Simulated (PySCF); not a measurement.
Mass spectrum arithmetic for `CN(C)[SiH2][O]`

Species: `CN(C)[SiH2][O]` [radical].

Calculated for natural abundance.

Task: Molar mass and exact mass?

Result: For C2H8NOSi, with standard atomic weights, 2 × 12.011 + 1 × 14.007 + 1 × 28.085 + 1 × 15.999 + 8 × 1.008 = 90.177 g/mol. From the most abundant isotopes (12C, 14N, 28Si, 16O, 1H), 2 × 12.000000 + 1 × 14.003074 + 1 × 27.976927 + 1 × 15.994915 + 8 × 1.007825 = 90.0375 u.

Task: What cluster does the singly charged cation M+ show when like nominal masses merge?

Result: 
```tsv
nominal mass	m/z (centroid)	relative intensity
90	90.0370	100.0
91	91.0376	7.7
92	92.0345	3.7
93	93.0373	0.1
```

Lines under 0.1 % of the tallest are left out. One electron mass, 0.00055 u, is taken off. Abundances used (%; other tables differ somewhat): 12C 98.93, 13C 1.07; 14N 99.632, 15N 0.368; 28Si 92.2297, 29Si 4.6832, 30Si 3.0872; 16O 99.757, 17O 0.038, 18O 0.205; 1H 99.9885, 2H 0.0115.

Task: List the species in which a single atom is changed from its most abundant isotope.

Result: Intensity in % of the monoisotopic species:

```tsv
isotope	mass shift (u)	m/z	intensity (%)
15N	+0.99703	91.0340	0.37
29Si	+0.99957	91.0365	5.08
13C	+1.00335	91.0403	2.16
17O	+1.00422	91.0412	0.04
2H	+1.00628	91.0432	0.09
30Si	+1.99684	92.0338	3.35
18O	+2.00425	92.0412	0.21
```

Species under 0.02 % are left out.

Task: Protons, neutrons, electrons, and exact less nominal mass of the monoisotopic species?

Result: 49 protons, 41 neutrons and 49 electrons; 90.0375 − 90 = +0.0375 u.

Task: What resolving power m/Δm just matches the spacing of the species with one 29Si and with one 13C?

Result: They lie 0.00379 u apart at mass 91.04, so m/Δm is about 24000.

Task: What is the composition by mass?

Result: C 26.64 %, N 15.53 %, Si 31.14 %, O 17.74 %, H 8.94 %.
